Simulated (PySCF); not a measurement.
**Finite-field polarisability of Ne (neon, neutral)**

[Ne], closed-shell 1S. All numbers are calculated (PySCF 2.14, the spin-free X2C one-electron Hamiltonian (Gaussian nucleus), in aug-cc-pCVTZ-DK (7s6p4d2f, 59 functions)). Frozen: 1s2. Energy changes in a uniform field (μhartree):

```tsv
axis	F (au)	HF	MP2	CCSD	CCSD(T)
x	0.0095	-99.240	-110.143	-108.075	-109.428
x	0.019	-397.075	-440.734	-432.457	-437.877
```

(1) Derive α along x at CCSD(T) from the two fields.

(2) And the mean polarisability at each level?

CCSD(T) lies more than 5 % below the reference, which points to too few diffuse and polarisation functions.

## Answers

(1) With ΔE = −αF²/2 − γF⁴/24, α = −(16 ΔE(F) − ΔE(2F))/(6F²) = 2.425 bohr³.

(2) HF 2.199, MP2 2.441, CCSD 2.395, CCSD(T) 2.425 bohr³. Reference: 2.661 bohr³ (recommended; Schwerdtfeger and Nagle, table of static dipole polarizabilities (2023 update)).
